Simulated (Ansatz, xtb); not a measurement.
# Two structures of H7InOSi2

We compare X, a singlet given by its coordinates, with Y, `[SiH3]O[SiH2][InH2]`, a singlet. Both are isolated molecules in the gas phase, relaxed with r2SCAN-D4/def2-SVP; the shapes shown needn't be the lowest conformers.

X (Å):

```yaml
atoms:
  - { symbol: In, position_ang: [0.2686, 1.7263, -0.6854] }
  - { symbol: O, position_ang: [0.5214, -1.5389, 0.2142] }
  - { symbol: Si, position_ang: [0.5930, -0.8388, 1.7079] }
  - { symbol: Si, position_ang: [0.3819, -0.8045, -1.3093] }
  - { symbol: H, position_ang: [-0.5422, -1.2608, 2.5719] }
  - { symbol: H, position_ang: [-1.2558, 2.4973, -0.3811] }
  - { symbol: H, position_ang: [1.5597, -1.2230, -2.1322] }
  - { symbol: H, position_ang: [1.7133, 2.6815, -0.5802] }
  - { symbol: H, position_ang: [-0.8298, -1.3685, -1.9821] }
  - { symbol: H, position_ang: [1.8929, -1.1014, 2.3828] }
  - { symbol: H, position_ang: [0.4800, 0.6677, 1.5078] }
```

Close contacts (Å): In1–Si4 2.61, O2–Si3 1.65, O2–Si4 1.70, In1–H6 1.74, In1–H8 1.74, In1–H11 2.44, Si3–H5 1.49, Si3–H10 1.49, Si3–H11 1.52, Si4–H7 1.50, Si4–H9 1.50.

Y (Å):

```csv
atom,x (Å),y (Å),z (Å)
In,-2.9544,0.9518,1.6182
O,0.6005,0.9278,1.0323
Si,0.9528,0.6113,-0.5568
Si,-0.5044,1.7096,2.0140
H,-0.3046,0.3405,-1.3217
H,1.8392,-0.5830,-0.6211
H,1.6466,1.7783,-1.1796
H,-0.3733,3.1933,1.8244
H,-0.1106,1.4244,3.4292
H,-4.2405,1.6973,2.5196
H,-3.3866,-0.3039,0.5010
```

**Question.** Which of the two would you expect CCSD(T)/def2-SVP + ΔMP2/def2-TZVPP electronic energies to favour?

**Answer.** Too close to call at this level: CCSD(T)/def2-SVP + ΔMP2/def2-TZVPP gives E(Y) − E(X) = +3.23 kJ/mol.

Level by level:

```tsv
level	geometry	E(Y) − E(X) (kJ/mol)	departure from the last row (kJ/mol)	job, with rough time for the two
r2SCAN-D4/def2-SVP	r2SCAN-D4/def2-SVP	+3.25	+0.02	optimisation, 1.7 min
HF/def2-SVP	r2SCAN-D4/def2-SVP	−14.49	−17.72	part of the CCSD(T) run
MP2/def2-SVP	r2SCAN-D4/def2-SVP	−0.21	−3.44	part of the CCSD(T) run
CCSD(T)/def2-SVP	r2SCAN-D4/def2-SVP	−0.23	−3.46	single point
CCSD(T)/def2-SVP + ΔMP2/def2-TZVPP	r2SCAN-D4/def2-SVP	+3.23		single point, 23 s
```

The largest departure from CCSD(T)/def2-SVP + ΔMP2/def2-TZVPP is that of HF/def2-SVP, 17.72 kJ/mol. Levels run at GFN2-xTB geometries aren't shown. The last row adds to CCSD(T) the change of the MP2 difference between the two basis sets, here +3.46 kJ/mol.

With harmonic frequencies from r2SCAN-D4/def2-SVP (ideal gas, rigid rotor, one conformer each, 400 K, 1 atm): on the last row, ΔE + ΔZPE = +1.53 kJ/mol. A mode under 50 cm⁻¹ makes harmonic enthalpies and free energies unreliable, so none is given.

The correlated steps freeze 15 core orbitals; the filled d shell of In is correlated, in a basis made for valence electrons. Atoms past krypton carry core potentials in the def2 sets and no spin–orbit term is included. Codes used: Ansatz 0.2.0; the last row on 2 threads of Intel(R) Xeon(R) 6975P-C (Granite Rapids) on a shared host.
